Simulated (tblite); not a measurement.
C8H8ClP.
SMILES with atom numbers: `[Cl:1][c:2]1[cH:3][cH:4][c:5]([CH:6]2[CH2:7][CH2:8]2)[p:9][cH:10]1` (hydrogens: H11 on C3; H12 on C4; H13 on C6; H14, H15 on C7; H16, H17 on C8; H18 on C10)

Geometry (GFN2-xTB, Å), atoms numbered from 1 in this order:
```
atom  x, y, z in Å
Cl1    4.5588    0.2292    0.1100
C2     2.8211    0.1701    0.0431
C3     2.2233   -1.0618   -0.1683
C4     0.8488   -1.2078   -0.2372
C5    -0.0683   -0.1765   -0.1078
C6    -1.5097   -0.4868   -0.1989
C7    -2.4921    0.2689    0.6587
C8    -2.4597    0.5109   -0.8097
P9     0.3986    1.4899    0.1677
C10    2.1223    1.3453    0.2036
H11    2.8522   -1.9316   -0.2813
H12    0.4632   -2.2069   -0.4038
H13   -1.7248   -1.5344   -0.3771
H14   -2.0878    1.0332    1.3079
H15   -3.3246   -0.2739    1.0799
H16   -3.2703    0.1367   -1.4163
H17   -2.0361    1.4410   -1.1617
H18    2.6763    2.2607    0.3662
```

Method: GFN2-xTB as coded in tblite; computed harmonic values from a numerical Hessian at the method's own geometry, unscaled. The method is semi-empirical: single wavenumbers can be off by several per cent or more. One conformer, not necessarily the lowest.

Harmonic wavenumbers (cm⁻¹): 46.2, 92.9, 152.4, 204.9, 253.9, 254.6, 295.3, 358.9, 403.3, 465.4, 492.1, 590.3, 600.4, 663.7, 793.2, 799.0, 837.2, 849.9, 867.2, 904.9, 909.2, 948.8, 953.3, 1023.5, 1067.1, 1067.9, 1090.9, 1092.8, 1150.6, 1166.6, 1196.1, 1238.7, 1264.5, 1306.6, 1374.2, 1388.5, 1421.9, 1471.8, 1494.2, 1549.7, 3031.3, 3037.4, 3056.2, 3066.8, 3070.4, 3089.0, 3096.2, 3103.7.

A = 3147, B = 507.3, C = 452.2 MHz; mass 170.005 u (most abundant isotopes); point group Cs, symmetry number 1.

**Question.** Zero-point energy?

**Answer.** Half the sum of the wavenumbers: 29327 cm⁻¹ = 83.85 kcal/mol.

**Question.** Give the ideal-gas entropy at 400 K and 1 bar in the rigid-rotor, harmonic-oscillator model (classical rotation).

**Answer.** Translation 42.79, rotation 31.35, vibration 35.25: S = 109.4 cal/(mol K).

**Question.** And Cp and H(400 K) − H(0)?

**Answer.** Cp = 48.19 cal/(mol K), of which vibrations give 40.24 (their classical limit is 48 R = 95.4); H(400 K) − H(0) = 10.88 kcal/mol without the zero-point energy, 7.70 from vibrations.

**Question.** Blend soft modes into free rotors: weight 1/[1 + (100 cm⁻¹/ν̃)⁴] for the oscillator and the rest for a rotor with moment μB/(μ + B), μ = h/(8π²ν), B = 10⁻⁴⁴ kg m². What vibrational entropy results?

**Answer.** 33.06 cal/(mol K) in place of 35.25, which changes −T·S at 400 K by +0.88 kcal/mol.

**Question.** What must be added to the electronic energy to get the Gibbs energy at 400 K and 1 bar?

**Answer.** ZPE + [H(400 K) − H(0)] − T·S = 83.85 + 10.88 − 43.76 = 50.97 kcal/mol.

**Question.** How do the functions run with temperature in this model?

**Answer.** 
```csv
T (K),S (cal/(mol K)),Cp (cal/(mol K)),H − H(0) (kcal/mol),G − H(0) (kcal/mol),ln q(vib)
50,59.9,11.7,0.47,-2.52,0.40
100,69.5,16.7,1.18,-5.77,1.28
298.15,96.8,37.5,6.50,-22.37,5.62
373.15,106.1,45.5,9.62,-29.98,7.40
500,121.1,56.8,16.15,-44.41,10.49
750,147.2,71.5,32.36,-78.04,16.54
1000,169.1,80.4,51.44,-117.66,22.23
```

q(vib) and H(0) count from the zero-point level.

Hindered rotation and anharmonicity are outside this model. Other conformers, if any are populated, would add a mixing term that is left out.
